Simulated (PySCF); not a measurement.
Compound: C₂H₉FN₂Si₂.
Structure used (GFN2-xTB), in Å, numbered top down from 1:
```
atom  x, y, z in Å
N1     2.4973   -0.8600    0.2438
Si2    1.0719   -0.1714   -0.4376
F3     1.3976   -0.3110   -2.0258
C4    -0.4350   -1.2632   -0.0100
C5    -1.6815   -0.3823   -0.0954
N6    -1.4269    0.9288    0.4870
Si7    0.0138    1.7910    0.0951
H8     3.3762   -0.6513   -0.1998
H9     2.6064   -0.8932    1.2426
H10   -0.5545   -2.1242   -0.6647
H11   -0.3371   -1.6415    1.0071
H12   -2.5132   -0.8447    0.4469
H13   -1.9879   -0.2938   -1.1489
H14   -2.2776    1.4161    0.7201
H15    0.3727    2.5249    1.3151
H16   -0.1298    2.7849   -0.9870
```

The calculation used TDDFT PBE0/def2-SVPD, vertical, gas phase, core orbitals frozen in the response (PySCF 2.14.0, density-fitted response routines).

Kohn–Sham orbitals with the atoms that hold most of them (Löwdin shares over 4%, at most four atoms; ? is withheld):

```
orbital  ε (eV)                              atoms
 HOMO-3   -9.46  Si7 21%, H15 16%, C5 13%, Si2 12%
 HOMO-2   -8.66     N1 40%, Si2 16%, C4 13%, F3 7%
 HOMO-1   -7.04                                  ?
   HOMO       ?    N6 55%, C5 11%, Si7 10%, H13 6%
   LUMO   -0.16                                  ?
 LUMO+1    0.03    Si7 28%, Si2 23%, H16 9%, C4 7%
 LUMO+2    0.48    Si2 22%, Si7 18%, H9 10%, N1 9%
```

Task: Give the leading atoms of the LUMO.

Result: Si7 (bonded to N, Si and 2 H) 26%; Si2 (bonded to C, F, N and Si) 23%; N1 (bonded to Si and 2 H) 7%; H15 (bonded to Si) 6%. By element: silicon 49%, nitrogen 7% or more, hydrogen 6% or more.

Task: Give the leading atoms of the HOMO-1.

Result: N1 (bonded to Si and 2 H) 32%; Si2 (bonded to C, F, N and Si) 17%; Si7 (bonded to N, Si and 2 H) 16%; C4 (bonded to C, Si and 2 H) 13%. By element: silicon 33%, nitrogen 32% or more, carbon 13% or more.

Task: What is the HOMO energy, and the HOMO–LUMO gap?

Result: ε(HOMO) = -6.74 eV; the gap is 6.59 eV (0.2420 hartree).

Task: How does S1 compare with the orbital gap of 6.59 eV?

Result: S1 is at 5.33 eV (f = 0.010), 1.25 eV below the gap, made of HOMO→LUMO (78%), HOMO→LUMO+1 (17%). Without the coupling terms of the response equations the lowest excitation would equal the gap.

Task: Give energy, strength and leading configuration of S1, S2, S3 and S4, and follow the Löwdin shares of the leading atoms from the occupied to the empty orbital.

Result: 
- S1 (5.33 eV, f 0.010), HOMO→LUMO (78%): N6 55% → at most 7%, C5 11% → at most 7%, Si7 10% → 26%, Si2 at most 7% → 23%
- S2 (5.47 eV, f 0.0035), HOMO→LUMO+1 (79%): N6 55% → at most 7%, C5 11% → at most 7%, Si7 10% → 28%, Si2 at most 7% → 23%
- S3 (5.61 eV, f 0.023), HOMO-1→LUMO (90%): N1 32% → 7%, Si2 17% → 23%, Si7 16% → 26%
- S4 (5.90 eV, f 0.024), HOMO-1→LUMO+1 (86%): N1 32% → at most 7%, Si2 17% → 23%, Si7 16% → 28%

Löwdin shares depend on the basis, the more so with diffuse functions.

Hardware: an Arm Neoverse N1 with one thread, shared host with 64 logical CPUs at a one-minute load of 61. Cost: 86 s wall (with the writing of density and orbital grids), 0.90 GiB resident at most.

One conformer stands for the species.
